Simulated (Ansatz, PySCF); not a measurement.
Caution: the highest occupied level lies above zero, so the state may not be bound. This triplet is an excited state, 0.67 eV above the relaxed singlet at the level frozen-core CCSD(T)/aug-cc-pVTZ // B3LYP-D3(BJ)/def2-TZVPD (Ansatz, an electronic-structure program).

B3LYP has the VWN-RPA correlation part, as in Gaussian. 

Cartesian coordinates (Å):
```xyz
3

B     -0.0911     0.4215     0.0000
F      1.1824    -0.1607     0.0000
H     -1.0913    -0.2608     0.0000
```
Charge -1, spin multiplicity 3.

Problem. Estimate the total energy and highest occupied spin orbital that B3LYP-D3(BJ)/def2-TZVPD run with PySCF returns for this input.

Solution. 
The total energy is -125.2954 Ha. The highest occupied spin orbital comes out as 2.69 eV.
